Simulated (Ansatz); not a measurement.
`CC(C)CS` + `F[SiH3]` → `F[SiH2]CS` + `CCC`  (formal exchange of groups at a C–C bond)

Isolated molecules relaxed with PBE0-D4/def2-TZVP in Ansatz; ΔE leaves out vibrations. CCSD(T)/CBS is the MP2 limit (def2-TZVPP, def2-QZVPP) plus CCSD(T) − MP2 in def2-TZVPP, frozen cores. This one scheme is used for every species. DFT in def2-TZVPP. B3LYP here is the variant with VWN-RPA as its local correlation; programs differ in this. Each species was taken in one conformer, which may not be the lowest.

```csv
level,ΔE (eV)
PBE0-D4,-0.39
ωB97M-V,-0.37
B3LYP,-0.43
CCSD/CBS(def2),-0.34
```

Question: What does CCSD(T)/CBS give? (Best estimate.)

Answer: Computed: -0.33 eV. The listed levels differ from it by -0.06, -0.04, -0.10, -0.01 eV.

Largest T1 diagnostic among the species: 0.011.

In def2-TZVPP, CCSD(T) changes the Hartree–Fock value by +0.08 eV (the triples alone add +0.02 eV) and MP2 by +0.10 eV. The D4 term adds +0.05 eV with B3LYP and +0.03 eV with PBE0; it sums over pairs of atoms, weighted by their polarisabilities, and B3LYP, whose exchange is more repulsive, gets the larger term.
